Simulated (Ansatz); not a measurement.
Species: sum formula AlH2F (charge 0, singlet). SMILES: [F][AlH2]
Structure (B3LYP-D3(BJ)/def2-TZVP (Ansatz, a program for electronic structure) minimum search):
```xyz
4

F      1.0774    -0.1894    -0.0104
Al    -0.5530     0.0972     0.0053
H     -1.4963    -1.1576     0.0018
H     -1.0116     1.5985     0.0224
```

Atomisation energy built up term by term with Ansatz (kcal/mol; UHF references for open shells; valence terms freeze the core; atomic spin-orbit terms are left out). CBS marks a two-point X^-3 extrapolation of the correlation energy; Hartree-Fock from the larger set (for Q and 5 zeta extrapolated as (X+1)exp(-9√X)).

```
term                                            basis  kcal/mol
-----------------------  ----------------------------  --------
Hartree-Fock             CBS(cc-pV(Q+d)Z,cc-pV(5+d)Z)    221.74
CCSD correlation         CBS(cc-pV(Q+d)Z,cc-pV(5+d)Z)     63.58
(T)                      CBS(cc-pV(Q+d)Z,cc-pV(5+d)Z)      3.04
core correlation                            cc-pwCVTZ     -0.80
scalar relativity (X2C)    cc-pVTZ-DK against cc-pVTZ     -0.67
sum: De                                                   286.9
```

(T) makes 1.1 % of the CCSD(T) atomisation energy; under 5 % is typical of single-reference molecules.
